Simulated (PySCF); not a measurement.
**Bonding in `Cc1cpc(Cl)s1`**

C4H4ClPS.
Atom-mapped SMILES: `[CH3:1][c:2]1[cH:3][p:4][c:5]([Cl:6])[s:7]1` (hydrogens: H8, H9, H10 on C1; H11 on C3)

Cartesian coordinates in Å at the GFN2-xTB level; atoms count from 1:
```
atom  x, y, z in Å
C1    -1.7346   -0.4764   -0.2573
C2    -0.3174   -0.0702   -0.0395
C3     0.1092    1.0247    0.6316
P4     1.8436    1.3267    0.7793
C5     2.2245   -0.0884   -0.1102
Cl6    3.8272   -0.5950   -0.4617
S7     0.9304   -1.0797   -0.6978
H8    -1.9192   -1.4601    0.1725
H9    -2.4061    0.2421    0.2054
H10   -1.9552   -0.5309   -1.3225
H11   -0.5969    1.7098    1.0743
```

Bond orders from the PBE0/pcSseg-1 density (PySCF). Isolated species at its GFN2-xTB geometry, gas phase.

Task: Where do the orders between heavy atoms depart from those drawn in the SMILES?

Result: The largest departure is 0.408, at C5–S7 (drawn aromatic, 1.092), counting aromatic bonds as 1.5. The bonds drawn aromatic range from 1.09 to 1.63.

Task: Give the Mayer order of every bond between heavy atoms, beside its length.

Result: 
```tsv
bond	drawn as	length (Å)	Mayer order
C1–C2	single	1.490	1.037
C2–C3	aromatic	1.353	1.628
C3–P4	aromatic	1.767	1.123
P4–C5	aromatic	1.714	1.391
C5–Cl6	single	1.717	1.023
C5–S7	aromatic	1.733	1.092
S7–C2	aromatic	1.735	1.129
```

Bonds between the same two heavy elements. C–C: lowest C1–C2 (1.037, 1.490 Å), highest C2–C3 (1.628, 1.353 Å). C–P: lowest C3–P4 (1.123, 1.767 Å), highest P4–C5 (1.391, 1.714 Å). C–S: lowest C5–S7 (1.092, 1.733 Å), highest S7–C2 (1.129, 1.735 Å).

Task: And the bonds to hydrogen?

Result: C–H: 0.94 to 0.95 (4 bonds).

Task: Sum the orders of all bonds at each heavy atom with more than one neighbour and set the sums beside the valence in the SMILES.

Result: C1 3.881 (drawn 4), C2 3.794 (drawn 4), C3 3.694 (drawn 4), P4 2.514 (drawn 3), C5 3.506 (drawn 4), S7 2.221 (drawn 2). Orders between atoms that aren't bonded are not in these sums.

The Mayer order sums products of elements of PS (density times overlap matrix) between the two atoms' basis functions, so it depends on the basis set.
